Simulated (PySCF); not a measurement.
Method: PBE0-D3(BJ)/def2-TZVP // PBE-D3(BJ)/def2-SVP run with PySCF. Isolated molecules, 0 K electronic values unless said otherwise. One relaxed conformer stands for a flexible species; it need not be the lowest. Excitations are Tamm–Dancoff values on a coarser integration grid. The basis has no diffuse functions, so Rydberg states are missing or too high.

Reference species (SMILES): `[GeH2]([SiH2][SiH3])[SiH3]` (Si–Si–Ge–Si torsion 179°) (neutral, multiplicity 1).

The HOMO comes out as -7.65 eV. The S1 excitation (TDA) comes out as 6.39 eV. The T1 excitation (TDA) is 5.25 eV.

Changed species: `[SiH2]([GeH2][SiH2][SiH3])[GeH2][SiH3]` (n = 2; the reference has n = 1).

Question: Give the shifts of the HOMO, S1 excitation (TDA) and T1 excitation (TDA).

Answer: the HOMO rises by 0.38 eV, to -7.27 eV; the S1 excitation (TDA) falls by 0.71 eV, to 5.68 eV; the T1 excitation (TDA) decreases by 0.52 eV, to 4.73 eV.
